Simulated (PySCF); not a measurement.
**UHF on As⁺ (arsenic, charge +1)**

Configuration: [Ar] 3d10 4s2 4p1 5s1, high-spin 3P determinant (an excited configuration). Computed with PySCF 2.14 in x2c-QZVPPall with one added diffuse shell each of s, p, d, f type (12s9p6d5f1g, 113 functions), with scalar relativity by spin-free X2C-1e.

```json
{
 "Total energy": "-2258.390321 hartree",
 "One-electron energy": "-3128.1769 hartree",
 "Hartree (Coulomb) energy": "952.0839 hartree",
 "Exchange energy": "-82.2973 hartree",
 "⟨S²⟩": "2.0086",
 "⟨L²⟩": "2.062",
 "Sum of ⟨r⟩": "24.00 bohr",
 "Sum of ⟨r²⟩": "50.08 bohr²",
 "Traceless quadrupole moment −½Σ⟨3z² − r²⟩ along its main axis": "-0.773 e·bohr²",
 "Langevin diamagnetic susceptibility": "-39.7 ×10⁻⁶ cm³/mol"
}
```

```json
{"shell": "1s α", "electrons": "1", "mean orbital energy (hartree)": "-439.54004", "spread (hartree)": "0", "rms radius, mean of both spins (bohr)": "0.0524"}
{"shell": "1s β", "electrons": "1", "mean orbital energy (hartree)": "-439.53492", "spread (hartree)": "0", "rms radius, mean of both spins (bohr)": "0.0524"}
{"shell": "2s α", "electrons": "1", "mean orbital energy (hartree)": "-58.35135", "spread (hartree)": "0", "rms radius, mean of both spins (bohr)": "0.219"}
{"shell": "2s β", "electrons": "1", "mean orbital energy (hartree)": "-58.34813", "spread (hartree)": "0", "rms radius, mean of both spins (bohr)": "0.219"}
{"shell": "2p α", "electrons": "3", "mean orbital energy (hartree)": "-51.06097", "spread (hartree)": "0.00280", "rms radius, mean of both spins (bohr)": "0.196"}
{"shell": "2p β", "electrons": "3", "mean orbital energy (hartree)": "-51.05628", "spread (hartree)": "0.00709", "rms radius, mean of both spins (bohr)": "0.196"}
{"shell": "3s α", "electrons": "1", "mean orbital energy (hartree)": "-8.85000", "spread (hartree)": "0", "rms radius, mean of both spins (bohr)": "0.639"}
{"shell": "3s β", "electrons": "1", "mean orbital energy (hartree)": "-8.83981", "spread (hartree)": "0", "rms radius, mean of both spins (bohr)": "0.639"}
{"shell": "3p α", "electrons": "3", "mean orbital energy (hartree)": "-6.50444", "spread (hartree)": "0.00350", "rms radius, mean of both spins (bohr)": "0.667"}
{"shell": "3p β", "electrons": "3", "mean orbital energy (hartree)": "-6.49377", "spread (hartree)": "0.02297", "rms radius, mean of both spins (bohr)": "0.667"}
{"shell": "3d α", "electrons": "5", "mean orbital energy (hartree)": "-2.63745", "spread (hartree)": "0.01243", "rms radius, mean of both spins (bohr)": "0.746"}
{"shell": "3d β", "electrons": "5", "mean orbital energy (hartree)": "-2.63180", "spread (hartree)": "0.02268", "rms radius, mean of both spins (bohr)": "0.746"}
{"shell": "4s α", "electrons": "1", "mean orbital energy (hartree)": "-1.22042", "spread (hartree)": "0", "rms radius, mean of both spins (bohr)": "1.97"}
{"shell": "4s β", "electrons": "1", "mean orbital energy (hartree)": "-1.10822", "spread (hartree)": "0", "rms radius, mean of both spins (bohr)": "1.97"}
{"shell": "4p α", "electrons": "1", "mean orbital energy (hartree)": "-0.80792", "spread (hartree)": "0", "rms radius, mean of both spins (bohr)": "2.36"}
{"shell": "5s α", "electrons": "1", "mean orbital energy (hartree)": "-0.31025", "spread (hartree)": "0", "rms radius, mean of both spins (bohr)": "5.23"}
```

The outer electron is Rydberg-like, and this basis confines it to a smaller radius and binds it less than a complete one would.

Densities and radii are taken from the X2C orbitals without a picture-change correction, which distorts them close to the nucleus.

Spin-orbit constants ζ (cm⁻¹) from the X2C one-electron operator on these orbitals: bare nucleus, nucleus screened by l(l+1)(2l+1)/3 electrons, and screened by the Breit-Pauli mean field of the electrons.

| shell | bare | screened nucleus | mean field |
| --- | --- | --- | --- |
| 2p | 203300 | 191000 | n/a |
| 3p | 27900 | 26210 | n/a |
| 3d | 3217 | 2242 | n/a |
| 4p | 1870 | 1757 | n/a |

To first order the Landé constant is A = 878.6 cm⁻¹, so the lowest level has J = 0 and lies 0.218 eV below the centre of the term. This holds in LS coupling only.
